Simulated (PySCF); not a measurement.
# Core-level binding energies of BMe2(OH)

BMe2(OH), C2H7BO.
Z-matrix (Å and degrees, PBE0-D3(BJ)/def2-SVP geometry), rows numbered from 1:
```
B 
C   1  1.5748
H   2  1.1023  1  111.61
H   2  1.0995  1  112.87  3  -123.19
H   2  1.1044  1  109.34  3   116.64
C   1  1.5817  2  121.61  3   -47.48
H   6  1.1023  1  114.76  2  -173.90
H   6  1.1037  1  109.56  2    64.86
H   6  1.1027  1  110.71  2   -51.33
O   1  1.3608  2  117.08  3   132.78
H  10  0.9628  1  112.51  2   178.80
```

Level of theory: PySCF, delta-SCF UKS SCAN, pcX-2 on the ionised atom, pcseg-1 elsewhere, spin-free X2C. These are vertical core ionisation energies against the vacuum level, from separate self-consistent calculations with and without the core hole.

What binding energy does each computed site have?

```csv
atom(s),environment,level,binding energy (eV),count
B1,boron bonded to 2 C and O,B 1s,196.37,1
C2/C6,carbon bonded to B and 3 H,C 1s,289.93,2
O10,oxygen bonded to B and H,O 1s,538.98,1
```

Give the binding energy of O 1s of O10 in hartree and in kJ/mol.

538.98 eV = 19.8071 Eh = 52004 kJ/mol.

Which effective nuclear charge Zeff reproduces each element's mean 1s value in the hydrogen-like formula E = 13.606 eV × Zeff²?

B (Z = 5): mean 196.4 eV, Zeff = 3.80, Z − Zeff = 1.20; C (Z = 6): mean 289.9 eV, Zeff = 4.62, Z − Zeff = 1.38; O (Z = 8): mean 539.0 eV, Zeff = 6.29, Z − Zeff = 1.71. Means run over the listed sites, weighted by atom count.

Topologically equivalent atoms share the value of their first member; where this conformer doesn't relate them by symmetry, their own values could differ. Isolated species at its PBE0-D3(BJ)/def2-SVP geometry (one conformer only).

Time: 11 s wall; peak memory 0.37 GiB. Hardware: Arm Neoverse V2, one thread (shared host).
